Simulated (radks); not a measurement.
Task: The manganese ion Mn+, 24 electrons, occupied as [Ne] 3s2 3p5.5 3d5 4s1 4f0.5 (fractional occupations, a model configuration). Method: scalar-relativistic Kohn-Sham, PBE, spin-polarised, spherical densities, finite nucleus; open shells are filled with parallel spins first; Fermi nuclear charge, rms radius 3.7057 fm; computed with a radial shooting solver on a logarithmic mesh with Libxc functionals. Some entries of the table are withheld. Estimate them.

orbital,occ.,eigenvalue (Ry),r(max) (bohr)
1s up,1,-473.7498,0.03987
1s down,1,-473.7311,0.03987
2s up,1,-55.84569,0.2325
2s down,1,-55.66482,0.2323
2p up,3,-47.47931,0.1884
2p down,3,-47.33182,0.1882
3s up,1,-7.56785,(1)
3s down,1,-7.08895,(2)
3p up,3,(3),0.7495
3p down,2.5,(4),0.7517
3d up,5,-1.68479,0.7482
4s up,1,-1.17290,2.230
4f up,0.5,-0.15612,9.460

Result: 
(1) 3s up r(max) (bohr): 0.7346
(2) 3s down r(max) (bohr): 0.7360
(3) 3p up eigenvalue (Ry): -5.25841
(4) 3p down eigenvalue (Ry): -4.78900
